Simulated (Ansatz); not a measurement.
NiN₂H₈⁺, that is cis-NiH2(NH3)2 with one electron fewer, relaxed as a doublet with UKS PBE0-D4/def2-SVP in Ansatz, starting from the PBE0-D4/def2-SVP geometry of the neutral singlet. Force threshold 0.02 eV/Å.

In the charge 1 doublet, H2 and H3 lie 0.81 Å apart (atoms count from 1), so H2 has formed as a molecule. No other spin state of charge 1 was run. The name describes the singlet; other states may take another shape.

Start:

Cartesian coordinates in Å:
```
Ni 0.6674 -0.4454 -0.2302
H 1.1561 -1.1648 -1.4149
H 1.9398 -0.9010 0.3473
N 0.2491 0.4460 1.4915
H 0.2971 -0.2763 2.2116
H -0.6120 0.9736 1.6483
H 1.0295 1.0751 1.6854
N -0.9688 0.0342 -1.2433
H -1.3757 -0.8454 -1.5646
H -0.6560 0.5135 -2.0887
H -1.7267 0.5903 -0.8424
```

(1) Estimate the energy that the relaxation releases and the steps that it takes.

(2) Does the start keep its bonding and symmetry?

(3) Predict the relaxed structure.

## Answers

(1) 25.2 kcal/mol, in 28 steps; 100 s on 4 threads of Arm Neoverse V2 on a shared host. The force fell under the threshold at step 14, but the optimiser went on and released 0.034 eV more. No frequencies were taken in this run, so the end may be a saddle point.

(2) By distances, no bond broke or formed. The bond that changes most is Ni1–H3, from 1.47 to 1.69 Å (atoms count from 1). A close non-bonded pair moves further: H2–H3, from 1.95 to 0.81 Å. Point group C2v at the start, C2 at the end, both within 0.05 Å.

(3) 
```xyz
11

Ni    0.057   -0.039   -0.020
H     1.166   -1.255   -0.398
H     1.571   -0.572   -0.545
N     0.473    0.438    1.871
H     0.728   -0.372    2.444
H    -0.303    0.882    2.368
H     1.258    1.090    1.963
N    -1.066   -0.041   -1.666
H    -1.445   -0.964   -1.897
H    -0.558    0.257   -2.504
H    -1.881    0.577   -1.615
```
Bond lengths: 2 × N–Ni 1.99 Å; 6 × H–N 1.02 Å; 2 × H–Ni 1.69 Å.
